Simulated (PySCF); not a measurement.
## A small calculation by hand: chemical shift, span and skew from a shielding tensor

Ge(F)(Cl)2(OH) (Cl₂FGeHO), SMILES [OH][Ge]([F])([Cl])[Cl]. Atoms are numbered in the order given.

```xyz
6

O     -1.6112    -0.8826    -0.5840
Ge    -0.1918    -0.1327     0.1168
F     -0.2076    -0.3628     1.8307
Cl     1.5207    -1.1008    -0.6876
Cl    -0.1483     1.9835    -0.2067
H     -2.4341    -0.4336    -0.3394
```
Charge 0, spin multiplicity 1.

Geometry: B3LYP-D3(BJ)/def2-SVP. This is a generated structure with no PubChem entry under its InChIKey; it may be hypothetical. Other conformers were not sampled.

GIAO shieldings from PBE/pcSseg-1 (PySCF), non-relativistic, no solvent. The symmetric part of the tensor of F3 has the principal values 156.4, 179.6, 348.6 ppm. The same nucleus in CFCl3 has σ = 133.6 ppm at this level (PySCF, at its B3LYP-D3(BJ)/def2-TZVP geometry). Without spin–orbit terms, shifts of atoms bonded to Cl or Br come out too high.

**Question.** Work out the isotropic shielding, the ¹⁹F shift against CFCl3, the span and the skew.

**Answer.** 
σ(iso) = (σ11 + σ22 + σ33)/3 = 228.2 ppm. δ = σ(ref) − σ(iso) = 133.6 − (228.2) = -94.6 ppm.
Span Ω = σ33 − σ11 = 192.2 ppm. Skew κ = 3(σ(iso) − σ22)/Ω = 0.76. Tumbling in solution averages the tensor to δ; in a static solid the shielding alone would spread this spin-1/2 line over Ω.
